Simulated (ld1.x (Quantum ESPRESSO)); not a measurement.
**Building the RRKJ potential for Cu (Z = 29) (Wu–Cohen, scalar-relativistic).**

The input file (ld1.x (Quantum ESPRESSO) 7.5):

```
&input
   title='Cu', zed=29., rel=1, dft='WC', iswitch=3,
   config='[Ar] 3d9.5 4s0 4p0 4f-2',
   nld=4, rlderiv=2.65, eminld=-4.0, emaxld=5.0, deld=0.02
 /
 &inputp
   pseudotype=2, tm=.false., rho0=0.001, lloc=0,
   nlcc=.false.,
   file_pseudopw='Cu.UPF', file_wfcaegen='ae.wfc', file_wfcncgen='nc.wfc', file_beta='beta', file_chi='chi'
 /
4
4P  2  1   0.00   0.00  2.45  2.45  0.0
3D  3  2   9.50   0.00  0.90  0.90  0.0
4F  4  3  -2.00  -0.05  2.45  2.45  0.0
4S  1  0   0.00   0.00  1.75  1.75  0.0
 &test
   configts(1)='3d9.5 4s0 4p0'
 /
```

Command:

```bash
ld1.x < Cu.in > Cu.out
```

Resulting log (shortened: banner, matrices, multipoles, cross overlaps and the repeated all-electron block are left out):

```
Program LD1 v.7.5
     --------------------------- All-electron run ----------------------------

     Cu
     scalar relativistic calculation

     atomic number is 29.00
     dft =WC   lsd =0 sic =0 latt =0  beta=0.20 tr2=1.0E-14
     Exchange-correlation= WC
                           (   1   4  11   4   0   0   0)
     mesh =1199 r(mesh) = 100.25372 a.u. xmin = -7.00 dx = 0.01250
     1 Ry =  13.60569312 eV, c = 137.03599908

     n l     nl                  e(Ry)          e(Ha)          e(eV)
     1 0     1S 1( 2.00)      -651.5917      -325.7959     -8865.3571
     2 0     2S 1( 2.00)       -79.2648       -39.6324     -1078.4523
     2 1     2P 1( 6.00)       -68.6084       -34.3042      -933.4654
     3 0     3S 1( 2.00)        -9.6327        -4.8164      -131.0598
     3 1     3P 1( 6.00)        -6.5135        -3.2568       -88.6213
     3 2     3D 1( 9.50)        -1.5571        -0.7785       -21.1853
     4 0     4S 1( 0.00)        -1.2287        -0.6143       -16.7172
     4 1     4P 1( 0.00)        -0.7716        -0.3858       -10.4977

     final scf error:  3.9E-15 reached in  28 iterations

     Etot =   -3307.575104 Ry,   -1653.787552 Ha,  -45001.851853 eV

     Ekin =    3356.798649 Ry,    1678.399324 Ha,   45671.572293 eV
     Encl =   -7932.820572 Ry,   -3966.410286 Ha, -107931.522300 eV
     Eh   =    1401.852486 Ry,     700.926243 Ha,   19073.174727 eV
     Exc  =    -133.405667 Ry,     -66.702834 Ha,   -1815.076572 eV

     normalization and overlap integrals

     s(1S/1S) =  1.000000  <r> =   0.0521  <r2> =    0.0037  r(max) =   0.0341
     s(2S/2S) =  1.000000  <r> =   0.2353  <r2> =    0.0653  r(max) =   0.1960
     s(2P/2P) =  1.000000  <r> =   0.2064  <r2> =    0.0523  r(max) =   0.1585
     s(3S/3S) =  1.000000  <r> =   0.7120  <r2> =    0.5864  r(max) =   0.6112
     s(3P/3P) =  1.000000  <r> =   0.7485  <r2> =    0.6628  r(max) =   0.6189
     s(3D/3D) =  1.000000  <r> =   0.9624  <r2> =    1.2401  r(max) =   0.6036
     s(4S/4S) =  1.000000  <r> =   2.4154  <r2> =    6.6857  r(max) =   2.0293
     s(4P/4P) =  1.000000  <r> =   3.0553  <r2> =   10.7584  r(max) =   2.5414

     ------------------------ End of All-electron run ------------------------

     --------------------- Generating NC pseudopotential ---------------------

      Generating local pot.: lloc=0, matching radius rcloc =   1.7500

      Wfc   4P  rcut= 2.479  Estimated cut-off energy=       28.21 Ry
      This function has    0 nodes for 0 < r <    2.479

      Wfc   3D  rcut= 0.889  Estimated cut-off energy=      293.47 Ry
      This function has    0 nodes for 0 < r <    0.889

      Wfc   4F  rcut= 2.479  Estimated cut-off energy=       45.68 Ry
      This function has    0 nodes for 0 < r <    2.479

     ------------------- End of pseudopotential generation -------------------

     Computing logarithmic derivative in   2.65508
     Computing logarithmic derivative in   2.65508
     Computing the partial wave expansion
       no projector for channel:   0
     R is outside the sphere for l=    1 j= 0.00
     R is outside the sphere for l=    2 j= 0.00
     R is outside the sphere for l=    3 j= 0.00

     ---------------------- Testing the pseudopotential ----------------------

     Cu
     scalar relativistic calculation

     atomic number is 29.00   valence charge is 11.00
     dft =WC   lsd =0 sic =0 latt =0  beta=0.20 tr2=1.0E-14
     mesh =1199 r(mesh) = 100.25372 xmin = -7.00 dx = 0.01250

     n l     nl             e AE (Ry)        e PS (Ry)    De AE-PS (Ry)
     3 2     3D   1( 9.50)       -1.55709       -1.55710        0.00000
     1 0     4S   1( 0.00)       -1.22869       -1.22869        0.00000
     2 1     4P   1( 0.00)       -0.77157       -0.77157        0.00000

     eps = 5.2E-17  iter =  4

     Etot =   -3307.575104 Ry,   -1653.787552 Ha,  -45001.851853 eV
     Etotps =   -97.600015 Ry,     -48.800008 Ha,   -1327.915853 eV

     Ekin =     164.070592 Ry,      82.035296 Ha,    2232.294131 eV
     Encl =    -147.177318 Ry,     -73.588659 Ha,   -2002.449424 eV
     Ehrt =      87.355611 Ry,      43.677806 Ha,    1188.533641 eV
     Ecxc =     -14.994636 Ry,      -7.497318 Ha,    -204.012420 eV
     Epseu=    -186.854265 Ry,     -93.427132 Ha,   -2542.281782 eV

     ---------------------- End of pseudopotential test ----------------------
```

Generation and configuration tests took about 3.9 s on one core of a shared server CPU.

Transferability test of the new file with ld1.x, input:

```
&input
   title='Cu', zed=29., rel=1, dft='WC', iswitch=2,
   config='[Ar] 3d9.5 4s0 4p0 4f-2'
 /
 &test
   file_pseudo='Cu.UPF', nconf=8,
   configts(1)='3d9.5 4s0 4p0',
   configts(2)='3d10 4s1 4p0',
   configts(3)='3d10 4s0 4p0',
   configts(4)='3d9 4s0 4p0',
   configts(5)='3d9 4s2 4p0',
   configts(6)='3d9 4s1 4p1',
   configts(7)='3d10 4s0.5 4p0',
   configts(8)='3d7 4s0 4p0'
 /
```

```bash
ld1.x < Cu.test.in > Cu.test.out
```

Pseudopotential blocks of its output, shortened (energy terms left out; the distinct warnings before each block abridged to one line each):

```
     ---------------------- Testing the pseudopotential ----------------------

     n l     nl             e AE (Ry)        e PS (Ry)    De AE-PS (Ry)
     3 2     3D   1( 9.50)       -1.55709       -1.55710        0.00000
     1 0     4S   1( 0.00)       -1.22869       -1.22869        0.00000
     2 1     4P   1( 0.00)       -0.77157       -0.77157        0.00000

     eps = 7.1E-15  iter = 12

     Etot =   -3307.575104 Ry,   -1653.787552 Ha,  -45001.851853 eV
     Etotps =   -97.600015 Ry,     -48.800007 Ha,   -1327.915850 eV

     ---------------------- End of pseudopotential test ----------------------

          ---------------------- Testing the pseudopotential ----------------------

     n l     nl             e AE (Ry)        e PS (Ry)    De AE-PS (Ry)
     3 2     3D   1(10.00)       -0.37220       -0.36762       -0.00458
     1 0     4S   1( 1.00)       -0.33848       -0.34138        0.00289
     2 1     4P   1( 0.00)       -0.04500       -0.04640        0.00140

     eps = 6.4E-15  iter = 43

     Etot =   -3308.807024 Ry,   -1654.403512 Ha,  -45018.612978 eV
     Etotps =   -98.832871 Ry,     -49.416436 Ha,   -1344.689714 eV
     dEtot_ae =      -1.231920 Ry
     dEtot_ps =      -1.232856 Ry,   Delta E=       0.000936 Ry

     ---------------------- End of pseudopotential test ----------------------

          ---------------------- Testing the pseudopotential ----------------------

     n l     nl             e AE (Ry)        e PS (Ry)    De AE-PS (Ry)
     3 2     3D   1(10.00)       -1.00383       -0.99148       -0.01236  !
     1 0     4S   1( 0.00)       -0.86454       -0.87004        0.00550  !
     2 1     4P   1( 0.00)       -0.46954       -0.47415        0.00461

     eps = 2.8E-16  iter = 12

     Etot =   -3308.212275 Ry,   -1654.106137 Ha,  -45010.520997 eV
     Etotps =   -98.233589 Ry,     -49.116795 Ha,   -1336.536067 eV
     dEtot_ae =      -0.637170 Ry
     dEtot_ps =      -0.633574 Ry,   Delta E=      -0.003596 Ry

     ---------------------- End of pseudopotential test ----------------------

          ---------------------- Testing the pseudopotential ----------------------

     n l     nl             e AE (Ry)        e PS (Ry)    De AE-PS (Ry)
     3 2     3D   1( 9.00)       -2.17835       -2.20422        0.02588  !
     1 0     4S   1( 0.00)       -1.62841       -1.62368       -0.00472
     2 1     4P   1( 0.00)       -1.11319       -1.10676       -0.00643  !

     eps = 1.3E-15  iter = 12

     Etot =   -3306.643956 Ry,   -1653.321978 Ha,  -44989.182935 eV
     Etotps =   -96.662906 Ry,     -48.331453 Ha,   -1315.165833 eV
     dEtot_ae =       0.931148 Ry
     dEtot_ps =       0.937109 Ry,   Delta E=      -0.005961 Ry

     ---------------------- End of pseudopotential test ----------------------

          ---------------------- Testing the pseudopotential ----------------------

     n l     nl             e AE (Ry)        e PS (Ry)    De AE-PS (Ry)
     3 2     3D   1( 9.00)       -0.70214       -0.73755        0.03542  !
     1 0     4S   1( 2.00)       -0.42996       -0.42749       -0.00247
     2 1     4P   1( 0.00)       -0.08230       -0.08112       -0.00119

     eps = 1.0E-14  iter = 34

     Etot =   -3308.661258 Ry,   -1654.330629 Ha,  -45016.629725 eV
     Etotps =   -98.675126 Ry,     -49.337563 Ha,   -1342.543482 eV
     dEtot_ae =      -1.086154 Ry
     dEtot_ps =      -1.075111 Ry,   Delta E=      -0.011043 Ry

     ---------------------- End of pseudopotential test ----------------------

          ---------------------- Testing the pseudopotential ----------------------

     n l     nl             e AE (Ry)        e PS (Ry)    De AE-PS (Ry)
     3 2     3D   1( 9.00)       -0.85254       -0.88941        0.03688  !
     1 0     4S   1( 1.00)       -0.52688       -0.52563       -0.00124
     2 1     4P   1( 1.00)       -0.15272       -0.15198       -0.00074

     eps = 9.8E-15  iter = 38

     Etot =   -3308.299502 Ry,   -1654.149751 Ha,  -45011.707777 eV
     Etotps =   -98.314204 Ry,     -49.157102 Ha,   -1337.632894 eV
     dEtot_ae =      -0.724397 Ry
     dEtot_ps =      -0.714190 Ry,   Delta E=      -0.010208 Ry

     ---------------------- End of pseudopotential test ----------------------

          ---------------------- Testing the pseudopotential ----------------------

     n l     nl             e AE (Ry)        e PS (Ry)    De AE-PS (Ry)
     3 2     3D   1(10.00)       -0.67297       -0.66518       -0.00779  !
     1 0     4S   1( 0.50)       -0.59153       -0.59612        0.00459
     2 1     4P   1( 0.00)       -0.24249       -0.24569        0.00320

     eps = 4.8E-15  iter = 32

     Etot =   -3308.575429 Ry,   -1654.287714 Ha,  -45015.461956 eV
     Etotps =   -98.599384 Ry,     -49.299692 Ha,   -1341.512955 eV
     dEtot_ae =      -1.000324 Ry
     dEtot_ps =      -0.999369 Ry,   Delta E=      -0.000955 Ry

     ---------------------- End of pseudopotential test ----------------------

          Warning: n=3, l=2 expected 0 nodes, found 1
     ---------------------- Testing the pseudopotential ----------------------

     n l     nl             e AE (Ry)        e PS (Ry)    De AE-PS (Ry)
     3 2     3D   1( 7.00)       -5.21539       -5.44680        0.23141  !
     1 0     4S   1( 0.00)       -3.51880       -3.52180        0.00300
     2 1     4P   1( 0.00)       -2.80086       -2.75404       -0.04682  !

     eps = 3.0E-16  iter =  9

     Etot =   -3299.385209 Ry,   -1649.692604 Ha,  -44890.422643 eV
     Etotps =   -89.165529 Ry,     -44.582764 Ha,   -1213.158822 eV
     dEtot_ae =       8.189896 Ry
     dEtot_ps =       8.434486 Ry,   Delta E=      -0.244590 Ry

     ---------------------- End of pseudopotential test ----------------------
```
